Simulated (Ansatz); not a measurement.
```yaml
atoms:
  - { symbol: N, position_ang: [0.0000, 0.0000, -1.2898] }
  - { symbol: N, position_ang: [0.0000, 0.0000, -0.0737] }
  - { symbol: O, position_ang: [0.0000, 0.0000, 1.1931] }
```

Basis set: def2-TZVP (spherical functions). Correlated methods keep 3 orbitals frozen. Charge 0, multiplicity 1.

Computed with Ansatz (development build ahead of 0.2.0); each method stands on the lowest determinant of its kind that the runs found. Restricted open shells among the atoms or ions are ROHF, correlated in semicanonical orbitals with singles.

The atomization energy at this shape (free ground-state atoms in the same class of orbitals less the molecule, no zero-point energy) of singlet N₂O:

| method | atomization energy |
| --- | --- |
| RHF-MP2 | 11.73 eV |

(1) What does RHF give?

Results:

(1) 2.69 eV. Caution: in another basis set an unrestricted determinant lies well below; the shape is not the minimum.
